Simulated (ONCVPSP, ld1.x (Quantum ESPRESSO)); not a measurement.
# Potentials for F (Z = 9) compared

Generated with ld1.x 7.5 (TM, RRKJ, ultrasoft, PAW), atompaw 4.2 or ONCVPSP 4.0.1. The cutoff is in Ry: for ld1.x and atompaw files where the sum of valence levels is converged to 10 mRy in a Bessel basis, for ONCV files where the hardest occupied wave has 1 mHa per electron of residual kinetic energy. The error is the largest all-electron minus pseudo excitation energy over each file’s own four to seven test configurations (ionisations up to +4, promotions, holes and added fractions of an electron), all of which were solved. The labels leave out finer settings (local radius, basis sizes, second energies), which also bear on the numbers. Spin-polarised tests are not counted. The rows are a selection from randomly drawn settings: files with unsolved tests, undetermined cutoffs or missed reference levels are left out.

A true bound ghost makes a file unfit for plane-wave use even where its test errors are small: the radial tests pick states by their node count and pass the ghost by.

| potential | cutoff (Ry) | largest error (meV) | bound ghosts |
| --- | --- | --- | --- |
| ONCV, PBE, scalar-relativistic, rc 0.85/1.15/1.15 (spd), local smoothed, core correction yes, reference 2s2 2p4.5, qcut 8.4/12.7/9.5, projectors 2/2/1 | 105 | +969 | none |
| ONCV, PBE, scalar-relativistic, rc 0.55/1.50 (sp), local s, core correction yes, reference 2s2 2p5, qcut 13.3/11.6, projectors 0/1 | 113 | +699 | none |
| TM, LDA (PZ), fully relativistic, rc 0.70/0.75/0.80 (spd), local s, core correction yes, reference 2s2 2p3 | 200 | +111 | none |
| ONCV, LDA (Perdew-Wang 92), non-relativistic, rc 0.55/1.10/1.10 (spd), local smoothed, core correction yes, reference 2s1.75 2p5.25, qcut 14.9/15.6/7.5, projectors 1/1/3 | 128 | +36 | d |
| ultrasoft, PBE, scalar-relativistic, rc 0.85/1.35/1.25 (spd), local smoothed, core correction no, reference 2s2 2p4 | 40 | +136 | none |
| ONCV, PBEsol, scalar-relativistic, rc 0.70/1.90/2.10 (spd), local smoothed, core correction yes, reference 2s2 2p5, qcut 10.1/8.6/4.3, projectors 2/2/3 | 112 | +3020 | none |
| ONCV, LDA (Perdew-Wang 92), scalar-relativistic, rc 0.80/1.85/1.65 (spd), local smoothed, core correction yes, reference 2s2 2p5, qcut 6.9/9.2/5.7, projectors 2/1/2 | 743 | +2425 | none |
| ONCV, LDA (Perdew-Wang 92), scalar-relativistic, rc 0.70/1.85/1.95 (spd), local smoothed, core correction yes, reference 2s2 2p5, qcut 10.8/8.6/5.4, projectors 1/2/1 | 103 | +2612 | none |

Fill in the row for F: ONCV, PBE, scalar-relativistic, rc 0.80/1.15 (sp), local smoothed, core correction yes, reference 2s1.75 2p5.25, qcut 10.2/10.3, projectors 2/2.

cutoff 95 Ry, largest error +137 meV, bound ghosts: none.
